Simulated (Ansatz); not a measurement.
AlCl3, triplet, at a GFN2-xTB geometry (such geometries of metal compounds can be far from the true shape) (a higher spin typed on purpose: for a closed-shell molecule this is an excited state); B3LYP/def2-SV(P) (Ansatz, an electronic-structure program).

The Ansatz input:
Ansatz 0.2 input:
```yaml
crystal:
  periodic: [false, false, false]
  atoms:
    - {symbol: Al, position_ang: [0.42331902, 0.42832334, -0.04189341]}
    - {symbol: Cl, position_ang: [-1.24093008, -1.00488612, 0.01916959]}
    - {symbol: Cl, position_ang: [-0.32707159, 2.13242496, -0.98591657]}
    - {symbol: Cl, position_ang: [1.24428712, -1.45508022, 0.99878312]}
basis:
  gaussian:
    orbitals: def2-SV_P_.json
hamiltonian:
  xc: b3lyp
magnetization: {spin_polarized: true, initial_magnetization: 2}
```
The basis file holds def2-SV(P) in the JSON format of the Basis Set Exchange.

The log (banner, timings and long lists left out):

```
Functional definition: B3LYP
638 factors; integrals over basis functions are off by at most 8.4e-4 eV
mean field evaluation 1: about -44153.0546 eV, gradient 1.0e1 eV
mean field evaluation 2: about -44152.7775 eV, gradient 1.3e1 eV
mean field evaluation 4: about -44153.7078 eV, gradient 5.1e-1 eV
mean field evaluation 8: about -44153.7830 eV, gradient 7.2e-2 eV
mean field evaluation 16: about -44153.7831 eV, gradient 9.5e-5 eV
mean field -44153.78308113 eV, -1622.6215997223 hartree, gradient 3.9e-5 eV, S^2 2.003834; 1 other end points of the search recorded, 0 dependent functions left out
reference -44153.78329497 eV, -1622.6216075809 hartree; 33, 31 occupied and 39, 41 virtual orbitals, 638 factors
Total energy: -44153.78329497 eV, -1622.6216075809 hartree
```
